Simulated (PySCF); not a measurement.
AlH₃O₂. Atoms are numbered in the order given.

```xyz
6

Al     0.0000     0.0000    -0.4566
H      0.0000     0.0000    -2.0154
O      0.0000    -1.4988     0.3368
H      0.0000    -1.6517     1.2815
O      0.0000     1.4988     0.3368
H      0.0000     1.6517     1.2815
```

Geometry optimised at B3LYP-D3(BJ)/def2-TZVP. One conformer was computed; it need not be the lowest.

Method: PBE0/def2-TZVPD run with PySCF.

Symmetry labels are those of the subgroup C2v that the program uses (full group C2v).

### Question
List the valence orbital energies around the gap with their symmetry. (The exact figures need the calculation; the answer reports its results.)

### Answer

| orbital | symmetry | energy (eV) |
|---|---|---|
| HOMO−7 | B2 | -27.18 |
| HOMO−6 | A1 | -14.58 |
| HOMO−5 | B2 | -13.92 |
| HOMO−4 | A1 | -10.44 |
| HOMO−3 | B1 | -9.62 |
| HOMO−2 | A1 | -9.42 |
| HOMO−1 | B2 | -9.26 |
| HOMO | A2 | -9.14 |
| LUMO | A1 | -0.61 |
| LUMO+1 | B1 | -0.11 |
| LUMO+2 | B2 | 0.60 |
| LUMO+3 | A1 | 1.19 |
